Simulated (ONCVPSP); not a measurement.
## Pseudopotential generation for vanadium (V): ONCV, PBE, scalar-relativistic.

- Element: V
- Generator: ONCVPSP 4.0.1
- Type: optimised norm-conserving Vanderbilt (ONCV)
- Functional: PBE
- Relativity: scalar-relativistic
- Frozen core: [Ne]
- Valence charge: 13
- Reference configuration: 3s2 3p6 3d3 4s1.75 4p0.25
- Partial waves: 3s+4s: rc 1.50 bohr, ncon 3, nbas 6, qcut 8.2 1/bohr, 2 projectors; 3p+4p: rc 1.95 bohr, ncon 4, nbas 8, qcut 6 1/bohr, 2 projectors; 3d: rc 2.40 bohr, ncon 4, nbas 8, qcut 5.4 1/bohr, 2 projectors, debl 0.6 Ha
- Local potential: polynomial inside 1.00 bohr (lpopt 5, dvloc0 0 Ha)
- Core correction: Teter function, fcfact 3.75, rcfact 1.15

All-electron outer shells of the reference configuration (PBE, scalar-relativistic, ld1.x):

| shell | level (eV) | outermost node (bohr) | outermost maximum (bohr) |
| --- | --- | --- | --- |
| 2s | -603.00 | 0.09 | 0.26 |
| 2p | -503.52 | – | 0.21 |
| 3s | -70.61 | 0.38 | 0.82 |
| 3p | -44.41 | 0.35 | 0.84 |
| 3d | -5.52 | – | 0.90 |
| 4s | -4.93 | 1.17 | 2.76 |
| 4p | -1.63 | 1.30 | 3.63 |

Q: Does the generator finish with these settings?

A: Yes, a potential is produced and its reference levels are reproduced.

Q: Estimate the cutoffs (Ha) at which the residual kinetic energy of the hardest occupied pseudo-wave falls to 1 and 0.1 mHa per electron.

A: 22 Ha and 31 Ha.

Q: What does a ghost test show?

A: No bound ghost flagged; no localised positive-energy state flagged.

Q: Tests: 3s2 3p6 3d3 4s2 4p0; 3s2 3p6 3d3 4s1 4p0; 3s2 3p6 3d3 4s0 4p0; 3s1 3p6 3d3 4s2 4p0. Which has the largest error in its energy relative to the reference configuration, and how large is it?

A: 3s1 3p6 3d3 4s2 4p0, with -650 meV (all-electron minus pseudo) on +76.61 eV.
